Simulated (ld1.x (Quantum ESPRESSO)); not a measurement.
# Before and after: TM potential for Si

- Element: Si
- Generator: ld1.x (Quantum ESPRESSO) 7.5
- Type: norm-conserving Troullier–Martins (Kleinman–Bylander form)
- Functional: PBEsol
- Relativity: scalar-relativistic
- Frozen core: [Ne]
- Valence charge: 4
- Reference configuration: 3s1.5 3p2.5
- Partial waves: 3s (bound): rc 1.35 bohr; 3p (bound): rc 2.40 bohr; 3d channel at 0.2 Ry: rc 2.05 bohr
- Local potential: all-electron potential smoothed inside 2.25 bohr (lloc = -1)
- Core correction: a·sin(br)/r model core inside 0.90 bohr

All-electron outer shells of the reference configuration (PBEsol, scalar-relativistic, ld1.x):

```csv
shell,level (eV),outermost node (bohr),outermost maximum (bohr)
2s,-139.97,0.15,0.45
2p,-96.26,–,0.39
3s,-11.15,0.72,1.77
3p,-4.36,0.72,2.14
```

Change: wave 3s (bound): rc 1.35 bohr becomes 3s (bound): rc 1.68 bohr.

Cutoffs: the cutoffs (Ry, on a coarse ladder) from which the occupation-weighted sum of valence levels, in a spherical-Bessel basis at the reference potential, stays within 10 and 1 mRy of its value at 400 Ry; they do not see the model core or the augmentation charge, which bear on the density cutoff. Errors are all-electron minus pseudo energies relative to the spin-unpolarised reference configuration.

Question: What does the change do?

Answer: The potential gets softer (35 Ry and 70 Ry → 15 Ry and 35 Ry); of the 7 tests that both files solve, the error grows in 0 and shrinks in 1 by more than 15 % and 0.3 meV (median size 0.5 → 0.6 meV); neither file shows a bound ghost. A larger radius leaves more room for a smooth pseudo-wave, so fewer plane waves are needed.

```tsv
quantity	base	changed
cutoff, loose	35 Ry	15 Ry
cutoff, tight	70 Ry	35 Ry
loose cutoff by channel (10 mRy a level)	s 30 Ry, p 6 Ry	s 12 Ry, p 6 Ry
bound ghosts	none	none
error for 3s2 3p2, meV [ΔE -3.38 eV]	-0.3	0.0
error for 3s2 3p1, meV [ΔE 4.34 eV]	+0.3	+0.6
error for 3s2 3p0, meV [ΔE 20.30 eV]	+14	+12
error for 3s0 3p4, meV [ΔE 10.36 eV]	-4.6	-1.7
error for 3s2 3p2.3, meV [ΔE -4.30 eV]	+0.3	+0.5
error for 3s1 3p3, meV [ΔE 3.42 eV]	-0.5	-0.2
error for 3s1 3p2, meV [ΔE 11.75 eV]	+3.6	+3.7
s: phases at 2.60 bohr within 0.05 rad from the reference energy up to (Ry; the scan ends near 5)	1.8	1.9
p: phases at 2.60 bohr within 0.05 rad from the reference energy up to (Ry; the scan ends near 5)	2.6	2.6
d: phases at 2.60 bohr within 0.05 rad from the reference energy up to (Ry; the scan ends near 5)	3.5	3.5
```
